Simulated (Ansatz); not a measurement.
Stretching the Si2–H4 bond in Cl2H2Si (SMILES Cl[SiH2]Cl) (multiplicity 1 held, fragments rigid). Energies count from the point at 1.470 Å.
Geometry at that point (charge 0, multiplicity 1):
```xyz
5

Cl    -1.676     0.434    -0.004
Si    -0.011    -0.766     0.024
Cl     1.688     0.383    -0.022
H     -0.017    -1.541     1.273
H     -0.031    -1.617    -1.175
```

Unrestricted levels (U-) break spin symmetry where that is lower. Active spaces are followed from a long bond inwards. Levels need not reach the same state.

Correlated levels freeze the cores.

Programs: Ansatz (Gaussian orbitals). Values without a source in brackets are computed.

Energies in kcal/mol.

```tsv
R (Å)	U-SCS-MP2/cc-pV(D+d)Z	CASSCF(2,2)/cc-pV(D+d)Z	FIC-NEVPT4(SD) on CASSCF(2,2)/cc-pV(D+d)Z	FIC-MRCISD+Q on CASSCF(2,2)/cc-pV(D+d)Z
1.176	30.5	32.6	30.8	30.6
1.323	6.0	___	6.3	6.2
1.470	0.0	0.0	0.0	0.0
1.617	4.0	2.8	3.6	3.7
1.764	13.2	10.6	12.2	12.5
1.985	31.0	26.0	28.8	29.1
2.205	54.5	41.5	45.2	45.7
2.573	80.6	___	67.2	67.8
2.940	88.6	75.3	80.8	81.3
3.381	91.4	82.5	88.4	88.9
3.969	92.3	___	91.5	92.1
4.704	92.6	86.0	92.3	92.8
```

**Question.** Some entries are withheld; supply them.

**Answer.** 
- 2.573, CASSCF(2,2)/cc-pV(D+d)Z: 62.4
- 3.969, CASSCF(2,2)/cc-pV(D+d)Z: 85.4
- 1.323, CASSCF(2,2)/cc-pV(D+d)Z: 7.2

Doubts at one or more of the structures used: a spin-contaminated determinant (U-SCS-MP2/cc-pV(D+d)Z).

Ansatz is a program for electronic structure.
